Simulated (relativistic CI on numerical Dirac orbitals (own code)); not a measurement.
## Ru5+: resonant inelastic scattering at the L2,3 edge

Computed with this model: Dirac-Coulomb-Breit CI, KLI orbitals optimised for each configuration, QED by a radiative potential, Kramers-Heisenberg scattering through one core-hole configuration in a parametric crystal field, unscaled Slater integrals; configurations [Kr] 4d3 → [He] 2s2 2p5 3s2 3p6 3d10 4s2 4p6 4d4; 300 K; core-hole width 1.6 eV; summed over polarisations. Incident energies are the highest absorption maxima for each field (at most a few, so the weaker spin-orbit partner edge can be absent), on the computed scale of the free ion. Intensities are in per cent of the strongest line above 0.02 eV; levels within 1 cm⁻¹ are merged; final levels count from the ground level, the first row holds all elastic scattering, lines under 0.4 are left out and each table stops after 24 rows. The scale of the Slater integrals is a model choice and moves the terms in proportion.

Field parameters in Wybourne normalisation: Oh B⁴₀ = 21Dq, B⁴₄ = √(5/14) B⁴₀. The field is a parameter set, without covalency.

S is read from ⟨S²⟩ = S(S + 1).

Oh, 10Dq = 8500 cm⁻¹:

| Final level (eV) | Degeneracy | Irrep | S | 2849.2 eV | 2975.8 eV | 2978.1 eV |
| --- | --- | --- | --- | --- | --- | --- |
| 0.000 | 4 | Γ8 | 1.49 | 4052.3 | 251.1 | 467.9 |
| 1.025 | 2 | Γ7 | 1.50 | 13.6 | 24.7 | 10.5 |
| 1.026 | 4 | Γ8 | 1.48 | 51.4 | 72.0 | 36.4 |
| 1.101 | 4 | Γ8 | 1.49 | 34.8 | 85.3 | 29.1 |
| 1.142 | 2 | Γ6 | 1.49 | 10.8 | 38.6 | 3.9 |
| 1.706 | 2 | Γ7 | 1.49 | 20.7 | 17.4 | 9.1 |
| 1.761 | 4 | Γ8 | 1.47 | 54.4 | 30.6 | 12.6 |
| 1.871 | 4 | Γ8 | 1.42 | 100.0 | 13.0 | 7.9 |
| 1.968 | 2 | Γ6 | 1.46 | 58.5 | 2.2 | 3.5 |
| 2.355 | 4 | Γ8 | 0.56 | 30.0 | 7.2 | 41.1 |
| 2.500 | 4 | Γ8 | 0.67 | 45.8 | 12.7 | 54.5 |
| 2.505 | 2 | Γ6 | 0.54 | 42.3 | 7.6 | 60.0 |
| 3.109 | 4 | Γ8 | 1.05 | 52.2 | 16.7 | 38.4 |
| 3.115 | 2 | Γ6 | 1.20 | 35.4 | 5.6 | 6.5 |
| 3.146 | 2 | Γ7 | 0.54 | 19.9 | 2.9 | 14.2 |
| 3.200 | 4 | Γ8 | 0.95 | 91.0 | 14.9 | 41.2 |
| 3.257 | 2 | Γ6 | 0.85 | 10.9 | 1.3 | 3.5 |
| 3.355 | 4 | Γ8 | 1.42 | 17.9 | 32.5 | 10.8 |
| 3.366 | 2 | Γ7 | 1.40 | 9.0 | 19.8 | 19.5 |
| 3.495 | 4 | Γ8 | 0.61 | 27.7 | 3.4 | 24.0 |
| 3.504 | 2 | Γ6 | 0.64 | 10.8 | 0.5 | 13.0 |
| 3.557 | 2 | Γ7 | 0.65 | 25.0 | 4.7 | 34.9 |
| 3.755 | 4 | Γ8 | 0.65 | 14.5 | 2.3 | 18.3 |
| 3.945 | 4 | Γ8 | 0.56 | 4.4 | 2.0 | 4.7 |

Oh, 10Dq = 19250 cm⁻¹:

```tsv
Final level (eV)	Degeneracy	Irrep	S	2848.3 eV	2849.4 eV	2976.8 eV
0.000	4	Γ8	1.50	2381.6	1711.1	510.4
2.194	4	Γ8	1.09	25.9	10.8	81.2
2.334	2	Γ7	1.50	50.9	7.5	18.6
2.373	4	Γ8	1.38	77.0	25.9	89.6
2.377	2	Γ6	1.25	21.1	8.5	46.8
2.453	4	Γ8	0.74	48.2	28.3	20.3
2.633	4	Γ8	1.07	100.0	30.8	19.0
2.637	2	Γ6	0.90	52.3	26.0	16.9
3.379	2	Γ7	1.24	16.5	7.2	43.4
3.441	4	Γ8	1.16	29.4	19.4	61.5
3.600	2	Γ6	1.46	40.0	20.6	2.8
3.634	4	Γ8	1.46	43.0	29.9	12.8
3.689	4	Γ8	1.01	56.3	48.9	23.8
3.784	2	Γ7	0.91	31.5	23.1	10.6
4.457	2	Γ6	0.59	1.9	1.5	1.1
4.771	2	Γ7	0.51	3.0	4.6	4.1
4.784	2	Γ6	0.52	1.8	5.9	1.2
4.784	4	Γ8	0.52	8.3	20.2	4.5
4.893	4	Γ8	0.64	1.5	3.9	3.3
5.171	4	Γ8	0.66	2.4	3.1	2.1
5.464	4	Γ8	1.20	12.9	16.7	4.5
5.481	2	Γ6	1.24	7.9	8.1	1.2
5.526	2	Γ7	1.49	5.7	2.7	5.8
5.582	4	Γ8	1.38	11.4	5.5	8.8
```

For the first field the strongest loss at the lowest incident energy is the level at 1.87 eV (S = 1.42, against 1.49 in the thermal ground state). Levels of other spin, the first over 8 % at 2.35 eV, appear because spin-orbit coupling of the core hole, and in heavier ions of the valence shell too, mixes spins.
